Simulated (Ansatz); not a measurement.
```yaml
crystal:
  periodic: [false, false, false]
  atoms:
    - {symbol: Pd, position_ang: [-0.016838, -1.453113, -0.070832]}
    - {symbol: Pd, position_ang: [0.016837, 1.453112, 0.070789]}
    - {symbol: S, position_ang: [1.807720, -0.018905, -0.041780]}
    - {symbol: S, position_ang: [-1.807719, 0.018907, 0.041823]}
basis:
  gaussian: {orbitals: def2-TZVP, nuclear_model: gaussian}
hamiltonian: {xc: {name: PBE0}, dispersion: d3bj}
output: {forces: true}
```

```sh
$ ansatz run in.yaml --threads 4 --pin off --events-out ev --progress --plain --max-ram 3916MiB
```

Output, abridged:

```
Functional definition: PBE0
1352 factors; their error is unknown
mean field evaluation 1: about -28615.9380 eV, gradient 7.0e1 eV
mean field evaluation 2: about -28494.5902 eV, gradient 2.7e2 eV
mean field evaluation 4: about -28624.9922 eV, gradient 4.7e0 eV
mean field evaluation 8: about -28625.0327 eV, gradient 9.2e-2 eV
mean field evaluation 16: about -28625.1893 eV, gradient 1.0e-4 eV
mean field evaluation 32: about -28625.1689 eV, gradient 2.2e0 eV
mean field -28625.18929277 eV, -1051.9563036590 hartree, gradient 1.2e-5 eV, S^2 0.000000; 3 other end points of the search recorded, 0 dependent functions left out
reference -28625.18932922 eV, -1051.9563049985 hartree; 34, 34 occupied and 120, 120 virtual orbitals, 1352 factors
Total energy: -28625.39102395 eV, -1051.9637171431 hartree
Atom 0 at    -0.016838    -1.453113    -0.070832 Å, force     0.025529     2.203150     0.107495 eV/Å
Atom 1 at     0.016837     1.453112     0.070789 Å, force    -0.025523    -2.203138    -0.107225 eV/Å
Atom 2 at     1.807720    -0.018905    -0.041780 Å, force    -2.301276     0.024063     0.053080 eV/Å
Atom 3 at    -1.807719     0.018907     0.041823 Å, force     2.301269    -0.024076    -0.053349 eV/Å
Dipole moment:    -0.000000    -0.000001    -0.000017 e Å
```

It took 8 s on 4 threads of Arm Neoverse V1 on a shared host, peak host memory 0.58 GiB.

In the def2 sets Pd takes a core potential; there is no spin–orbit coupling. The restricted singlet is unstable towards broken spin symmetry at other levels; at RKS PBE0-D3(BJ)/def2-TZVP this wasn't settled.
